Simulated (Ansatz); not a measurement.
In(IMe)F3 (C₅H₈F₃InN₂). Charge 0, multiplicity 1. Geometry PBE-D4/def2-SVP; atoms count from 1.

```xyz
19

In    2.2068    0.9254    0.3168
C     0.1724    0.0385    0.0273
N    -0.3721   -0.3936   -1.1379
C     0.3259   -0.3553   -2.4234
C    -1.6615   -0.8517   -0.9234
C    -1.9201   -0.6888    0.4173
N    -0.7802   -0.1363    0.9775
C    -0.5997    0.2281    2.3832
H     0.7091   -1.3621   -2.6824
H    -0.3742   -0.0161   -3.2098
H     1.1675    0.3669   -2.3398
H    -2.2890   -1.2401   -1.7312
H    -2.8165   -0.9081    1.0052
H     0.2297    0.9663    2.4460
H    -1.5316    0.6856    2.7649
H    -0.3584   -0.6704    2.9849
F     1.8121    2.1418    1.8717
F     2.4933    1.6973   -1.5203
F     3.5865   -0.4276    0.7734
```

In the def2 sets In takes a core potential; there is no spin–orbit coupling.

**Question.** Estimate the Mulliken populations from the PBE0/def2-TZVP orbitals of Ansatz.

**Answer.** 
```json
{"atom": "In1", "charge (e)": "1.17"}
{"atom": "C2", "charge (e)": "-0.10"}
{"atom": "N3", "charge (e)": "0.04"}
{"atom": "C4", "charge (e)": "-0.35"}
{"atom": "C5", "charge (e)": "-0.12"}
{"atom": "C6", "charge (e)": "-0.12"}
{"atom": "N7", "charge (e)": "0.04"}
{"atom": "C8", "charge (e)": "-0.35"}
{"atom": "H9", "charge (e)": "0.16"}
{"atom": "H10", "charge (e)": "0.15"}
{"atom": "H11", "charge (e)": "0.23"}
{"atom": "H12", "charge (e)": "0.17"}
{"atom": "H13", "charge (e)": "0.17"}
{"atom": "H14", "charge (e)": "0.23"}
{"atom": "H15", "charge (e)": "0.15"}
{"atom": "H16", "charge (e)": "0.16"}
{"atom": "F17", "charge (e)": "-0.54"}
{"atom": "F18", "charge (e)": "-0.54"}
{"atom": "F19", "charge (e)": "-0.52"}
```
Mulliken values depend strongly on the basis.

**Question.** And the Mayer bond orders between heavy atoms (over 0.3)?

**Answer.** In1–C2 0.64 (2.24 Å); In1–F17 0.69 (2.01 Å); In1–F18 0.69 (2.01 Å); In1–F19 0.80 (1.99 Å); C2–N3 1.31 (1.36 Å); C2–N7 1.31 (1.36 Å); N3–C4 0.90 (1.46 Å); N3–C5 1.17 (1.39 Å); C5–C6 1.66 (1.38 Å); C6–N7 1.17 (1.39 Å); N7–C8 0.90 (1.46 Å).
